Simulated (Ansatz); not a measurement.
Cartesian coordinates in Å:
```
C -0.856 -0.989 2.009
O 0.185 -1.066 1.086
In 0.376 0.124 -0.515
C -1.225 1.543 -0.649
C 2.148 -0.436 -1.567
H -0.469 -0.789 3.018
H -1.593 -0.201 1.785
H -1.407 -1.939 2.056
H -1.127 2.173 -1.533
H -2.178 1.013 -0.692
H -1.226 2.175 0.241
H 2.606 -1.277 -1.046
H 1.912 -0.728 -2.591
H 2.853 0.395 -1.602
```

Charge 0, multiplicity 1. In takes the def2 core potential.

(1) List the CAM-B3LYP/def2-TZVPP orbital energies in eV (Ansatz 0.2.0). (Estimate.)

## Answers

(1) Computed: Occupied: -521.02, -279.22, -278.55, -278.47, -128.74, -85.52, -85.19, -85.15, -28.09, -22.77, -22.42, -22.34, -22.33, -22.32, -20.47, -20.43, -19.24, -13.95, -13.17, -12.93, -12.77, -12.73, -12.61, -12.56, -11.06, -9.00, -8.41, -8.35. Lowest empty: 0.00, 0.55, 1.37, 1.51, 2.52, 2.99, 3.56, 3.91.
